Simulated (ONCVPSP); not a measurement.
Pseudopotentials across the periodic table

Generated with ld1.x 7.5 (TM, RRKJ, ultrasoft, PAW), atompaw 4.2 or ONCVPSP 4.0.1. The cutoff is in Ry: for ld1.x and atompaw files where the sum of valence levels is converged to 10 mRy in a Bessel basis, for ONCV files where the hardest occupied wave has 1 mHa per electron of residual kinetic energy. The error is the largest all-electron minus pseudo excitation energy over each file’s own four to seven test configurations (ionisations up to +4, promotions, holes and added fractions of an electron), all of which were solved. The labels leave out finer settings (local radius, basis sizes, second energies), which also bear on the numbers. Spin-polarised tests are not counted. The rows are a selection from randomly drawn settings: files with unsolved tests, undetermined cutoffs or missed reference levels are left out.

A true bound ghost makes a file unfit for plane-wave use even where its test errors are small: the radial tests pick states by their node count and pass the ghost by.

```csv
element,potential,cutoff (Ry),largest error (meV),bound ghosts
Li,"ONCV, PBEsol, non-relativistic, rc 0.90/4.00/4.10 (spd), local smoothed, core correction no, reference 1s2 2s0.5 2p0.5, qcut 14.2/1.8/2.6, projectors 2/2/2",125,+17,none
Mo,"ONCV, PBE, scalar-relativistic, rc 1.60/1.15/2.35 (spd), local smoothed, core correction yes, reference 4s2 4p6 4d5 5s1, qcut 8.1/6.1/6, projectors 2/2/1",187,+17,s
Rh,"ONCV, PBEsol, scalar-relativistic, rc 1.30/1.25/2.20/2.15 (spdf), local smoothed, core correction yes, reference 4s2 4p6 4d8 5s1, qcut 8/5.5/7.8/6, projectors 2/3/2/2",56,+37,none
Sb,"ONCV, revPBE, scalar-relativistic, rc 1.70/2.20 (sp), local smoothed, core correction yes, reference 5s2 5p1, qcut 3.3/3.9, projectors 2/2",23,+30,none
Tl,"ONCV, PBEsol, scalar-relativistic, rc 2.00/2.10/1.65 (spd), local smoothed, core correction yes, reference 6s2, qcut 2.7/4.4/5.6, projectors 2/3/1",40,+46,"s, p"
Bi,"ONCV, PBEsol, scalar-relativistic, rc 1.95/2.40/1.40 (spd), local smoothed, core correction no, reference 5d10 6s2 6p1, qcut 2.8/3.2/12.7, projectors 2/2/2",53,-14,"s, p"
```

Q: Fill in the row for Fe: ONCV, LDA (Perdew-Wang 92), scalar-relativistic, rc 1.55/1.15/0.85 (spd), local smoothed, core correction yes, reference 3s2 3p6 3d6 4s1.75 4p0.25, qcut 9.1/12.3/13.4, projectors 3/3/3.

A: cutoff 475 Ry, largest error -0.5 meV, bound ghosts: d.

Q: Fill in the row for Cs: ONCV, PBEsol, scalar-relativistic, rc 2.90/2.30/2.65 (spd), local smoothed, core correction no, reference 5s2 5p6 6s1, qcut 3.8/3.6/3.1, projectors 2/2/2.

A: cutoff 9 Ry, largest error -10 meV, bound ghosts: none.

Q: Fill in the row for Ru: ONCV, PBE, fully relativistic, rc 1.45/1.50/1.45 (spd), local smoothed, core correction no, reference 4s2 4p6 4d6 5s2, qcut 6.4/9.7/7.1, projectors 2/2/1.

A: cutoff 58 Ry, largest error -1.9 meV, bound ghosts: none.
